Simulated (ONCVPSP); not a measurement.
# Plane-wave convergence, ONCV potential for Tl

```json
{
  "Element": "thallium",
  "Generator": "ONCVPSP 4.0.1",
  "Type": "optimised norm-conserving Vanderbilt (ONCV)",
  "Functional": "PBE",
  "Relativity": "scalar-relativistic",
  "Frozen core": "[Kr] 4d10 4f14",
  "Valence charge": "21",
  "Reference configuration": "5s2 5p6 5d10 6s2 6p0.5 (charge +0.5)",
  "Partial waves": "5s+6s: rc 1.55 bohr, ncon 3, nbas 7, qcut 8.6 1/bohr, 3 projectors, debl 1.8 Ha; 5p+6p: rc 1.70 bohr, ncon 5, nbas 10, qcut 10.1 1/bohr, 2 projectors; 5d: rc 2.05 bohr, ncon 4, nbas 8, qcut 8.4 1/bohr, 2 projectors, debl 1.3 Ha; f scattering state at 0.12 Ha: rc 1.70 bohr, ncon 4, nbas 9, qcut 7.5 1/bohr, 1 projector",
  "Local potential": "polynomial inside 0.95 bohr (lpopt 5, dvloc0 -1 Ha)",
  "Core correction": "Teter function fitted to the true core (icmod 2), fcfact 0.7"
}
```

Task: For each optimised wave give the share of its norm inside rc, the residual kinetic energy above qcut (Ha) and the cutoffs (Ha) for errors of 10, 1, 0.1 and 0.01 mHa per electron.

Result:

```csv
wave,norm inside rc,residual KE,10 mHa,1 mHa,0.1 mHa,0.01 mHa
5s,0.979,9.7e-07,18.8,24.9,29.4,33.1
6s,0.119,1.3e-06,16.9,24.4,29.6,33.6
s projector 3,0.111,2.9e-06,18.8,26.0,31.2,34.9
5p,0.963,1.1e-07,14.9,31.0,37.8,43.0
6p,0.047,3.7e-08,10.0,22.3,33.4,40.3
5d,0.884,2.7e-08,17.9,22.3,26.2,29.2
d projector 2,0.143,2.8e-08,16.2,21.3,25.6,29.0
f projector 1,0.001,1.3e-07,0.8,4.3,11.6,18.5
```

The occupied waves need 31 Ha and 38 Ha for 1 and 0.1 mHa. Rows with under 1 % of the norm inside rc give no meaningful cutoff.
